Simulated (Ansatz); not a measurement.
Input for Ansatz (an electronic-structure program): U-B3LYP/def2-TZVPP on HMnO (SMILES [OH][Mn]), 2S+1 = 7, a spin state set in the input, which need not be the lowest.

Ansatz 0.2 input:
```yaml
crystal:
  periodic: [false, false, false]
  atoms:
    - {symbol: Mn, position_ang: [-1.00208383, -0.74791388, -0.85857837]}
    - {symbol: O, position_ang: [0.30793357, -0.00693166, 0.20917863]}
    - {symbol: H, position_ang: [0.66098154, 0.80221714, 0.57908011]}
basis:
  gaussian:
    orbitals: def2-TZVPP
hamiltonian:
  xc: {name: B3LYP}
magnetization: {spin_polarized: true, initial_magnetization: 6}
```

The head of its log:

```
WARN ansatz: RAYON_NUM_THREADS=1 ignored (pool sized by the plan → 1); use --threads N
Functional definition: B3LYP
integrals: 0.03 GiB planned
719 factors; their error is unknown
mean field: 0.40 GiB planned
mean field evaluation 1: about -33379.1646 eV, gradient 4.4e1 eV
mean field evaluation 2: about -33328.1925 eV, gradient 1.1e2 eV
```

Predict the final total energy.

-1226.8972 hartree.
